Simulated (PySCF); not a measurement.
A PySCF script (with the pyscf-properties extension) for the NMR shieldings of `InChI=1S/C10H14/c1-4-6-10(7-5-2)8-9(10)3/h3-4,6,8H2,1-2H3/t10-/m1/s1`, on a GFN2-xTB geometry:

```python
import basis_set_exchange as bse
import numpy as np
from pyscf import gto, dft
from pyscf.prop import nmr

atoms = """
C     0.341982   -2.648666    1.243560
C     0.443471   -1.356334    1.409228
C     0.747949   -0.225595    2.287125
C     0.314835   -0.002374    0.836215
C     1.321519    0.432276   -0.089667
C     2.167929    0.800946   -0.856027
C     3.186334    1.242602   -1.784140
C    -1.076301    0.544806    0.558060
C    -1.639255   -0.008066   -0.750748
C    -3.034308    0.531518   -1.037354
H     0.049350   -3.077992    0.298566
H     0.550121   -3.341659    2.044115
H     1.780997   -0.036453    2.545553
H     0.047703    0.032758    3.069893
H     2.730221    1.524904   -2.733014
H     3.717154    2.104134   -1.378409
H     3.900335    0.438391   -1.961963
H    -1.030395    1.636579    0.507291
H    -1.740110    0.269482    1.381271
H    -0.965043    0.255849   -1.568492
H    -1.673342   -1.097824   -0.687360
H    -3.720112    0.261265   -0.236797
H    -3.417866    0.122936   -1.969236
H    -3.014901    1.616281   -1.120111
"""
names = dict.fromkeys(["C", "H"], "pcSseg-1")
basis = {el: gto.basis.parse(bse.get_basis(n, elements=[el], fmt="nwchem")) for el, n in names.items()}
mol = gto.M(atom=atoms, basis=basis, charge=0, verbose=0)
mf = dft.RKS(mol, xc="PBE0")
mf.grids.level = 2
mf.grids.alignment = dft.numint.BLKSIZE   # the property module wants whole blocks of grid points
mf.conv_tol = 1e-9
mf.kernel()

calc = nmr.RKS(mf)   # GIAO
C = mf.mo_coeff
Co = C[:, mf.mo_occ > 0]
resp = mf.gen_response(singlet=True, hermi=2)
def vind(x):   # induced exchange potential for any number of trial vectors
    d = np.einsum("pi,xij,qj->xpq", C, 2 * x.reshape(-1, C.shape[1], Co.shape[1]), Co, optimize=True)
    return np.einsum("xpq,pi,qj->xij", resp(d - d.transpose(0, 2, 1)), C, Co, optimize=True).ravel()
mo1, _ = nmr.rhf.solve_mo1(calc, with_cphf=vind)
sigma = calc.kernel(mo1)
for i, s in enumerate(sigma):   # ppm
    w = np.linalg.eigvalsh((s + s.T) / 2)
    print("%2d %-2s iso %8.1f  s11 %8.1f  s22 %8.1f  s33 %8.1f" % (i, mol.atom_pure_symbol(i), w.mean(), *w))
```

Question: Give the expected output.

Answer: 
```
 0 C  iso     77.8  s11    -22.6  s22     86.3  s33    169.6
 1 C  iso     38.3  s11    -57.0  s22    -12.2  s33    184.0
 2 C  iso    165.0  s11    129.1  s22    164.6  s33    201.4
 3 C  iso    167.8  s11    140.2  s22    148.8  s33    214.3
 4 C  iso     97.7  s11      6.2  s22     11.3  s33    275.5
 5 C  iso    107.5  s11     21.1  s22     30.5  s33    271.0
 6 C  iso    182.1  s11    174.3  s22    174.8  s33    197.2
 7 C  iso    141.2  s11    121.0  s22    135.7  s33    166.9
 8 C  iso    160.5  s11    147.8  s22    161.6  s33    172.2
 9 C  iso    170.3  s11    159.5  s22    163.0  s33    188.3
10 H  iso     25.8  s11     23.0  s22     24.0  s33     30.4
11 H  iso     26.0  s11     23.7  s22     24.0  s33     30.2
12 H  iso     30.3  s11     25.0  s22     27.8  s33     38.1
13 H  iso     30.6  s11     25.2  s22     28.3  s33     38.4
14 H  iso     29.7  s11     24.3  s22     28.4  s33     36.5
15 H  iso     29.8  s11     24.2  s22     28.0  s33     37.1
16 H  iso     29.8  s11     24.3  s22     28.1  s33     36.9
17 H  iso     29.7  s11     25.5  s22     29.9  s33     33.7
18 H  iso     31.0  s11     25.8  s22     31.8  s33     35.5
19 H  iso     29.7  s11     24.3  s22     31.0  s33     33.9
20 H  iso     30.3  s11     24.6  s22     31.5  s33     34.9
21 H  iso     30.9  s11     26.4  s22     29.1  s33     37.1
22 H  iso     30.4  s11     25.7  s22     27.6  s33     38.0
23 H  iso     30.8  s11     26.4  s22     29.1  s33     37.0
```

These numbers come from an equivalent density-fitted implementation of the same equations, which agrees with the script to about 0.01 ppm for H and up to a few tenths of a ppm for heavy atoms, so last digits may differ.

Question: Turn these shieldings into chemical shifts. References, each an isolated molecule treated in the same way: ¹³C (σ = 186.93 ppm) and ¹H (σ = 31.72 ppm) vs TMS.

Answer: Averaging equivalent atoms: C 1: 148.6; C 0: 109.2; C 4: 89.3; C 5: 79.4; C 7: 45.7; C 8: 26.4; C 2: 21.9; C 3: 19.2; C 9: 16.7; C 6: 4.8; H 10: 5.91; H 11: 5.73; H 17: 2.00; H 19: 1.99; H 14/15/16: 1.96; H 12: 1.42; H 20: 1.38; H 13: 1.12; H 21/22/23: 1.00; H 18: 0.69 ppm. 

Size and cost of the density-fitted run: 240 basis functions, 55 s wall time on 1 thread of an Arm Neoverse V1, shared host; peak memory 1.2 GiB.
